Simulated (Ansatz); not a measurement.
F2H5NSi2 (`F[SiH2]N[SiH2]F`), relaxed with RKS PBE-D4/def2-SVP in Ansatz from a rough embedded geometry. The force threshold is 0.03 eV/Å; the program also tests the step.

The species carries charge 0 and has multiplicity 1.

Start:

```xyz
10

F    -1.281    2.160   -1.167
Si   -0.862    0.628   -0.831
N     0.064    0.669    0.497
Si    0.671   -0.854    0.817
F     1.635   -0.731    2.085
H    -2.050   -0.202   -0.643
H    -0.030    0.113   -1.975
H     0.843    1.323    0.416
H     1.430   -1.319   -0.327
H    -0.423   -1.788    1.127
```

```json
{"step": "1", "energy (eV)": "-22738.2147", "largest force (eV/Å)": "3.663", "largest move (Å)": "0.000"}
{"step": "2", "energy (eV)": "-22738.7347", "largest force (eV/Å)": "1.856", "largest move (Å)": "0.195"}
{"step": "3", "energy (eV)": "-22738.9469", "largest force (eV/Å)": "0.297", "largest move (Å)": "0.195"}
{"step": "4", "energy (eV)": "-22739.0037", "largest force (eV/Å)": "0.264", "largest move (Å)": "0.195"}
{"step": "5", "energy (eV)": "-22739.0514", "largest force (eV/Å)": "0.484", "largest move (Å)": "0.199"}
{"step": "6", "energy (eV)": "-22739.1308", "largest force (eV/Å)": "0.146", "largest move (Å)": "0.200"}
{"step": "7", "energy (eV)": "-22739.1817", "largest force (eV/Å)": "0.129", "largest move (Å)": "0.195"}
{"step": "8", "energy (eV)": "-22739.2094", "largest force (eV/Å)": "0.122", "largest move (Å)": "0.200"}
{"step": "9", "energy (eV)": "-22739.2390", "largest force (eV/Å)": "0.348", "largest move (Å)": "0.193"}
{"step": "10", "energy (eV)": "-22739.2549", "largest force (eV/Å)": "0.321", "largest move (Å)": "0.143"}
{"step": "11", "energy (eV)": "-22739.2659", "largest force (eV/Å)": "0.112", "largest move (Å)": "0.059"}
{"step": "12", "energy (eV)": "-22739.2683", "largest force (eV/Å)": "0.094", "largest move (Å)": "0.067"}
{"step": "13", "energy (eV)": "-22739.2693", "largest force (eV/Å)": "0.035", "largest move (Å)": "0.026"}
{"step": "14", "energy (eV)": "-22739.2698", "largest force (eV/Å)": "0.010", "largest move (Å)": "0.012"}
```

End:

```xyz
10

F    -1.552    2.111   -0.212
Si   -0.973    0.772   -0.962
N     0.534    0.229   -0.279
Si    0.782   -0.945    0.983
F     0.866   -0.255    2.469
H    -1.972   -0.324   -0.772
H    -0.751    1.155   -2.393
H     1.367    0.753   -0.569
H     2.096   -1.629    0.762
H    -0.395   -1.867    0.975
```

Run time 15 s (4 threads of an Arm Neoverse V2 on a shared host); peak host memory 0.15 GiB.
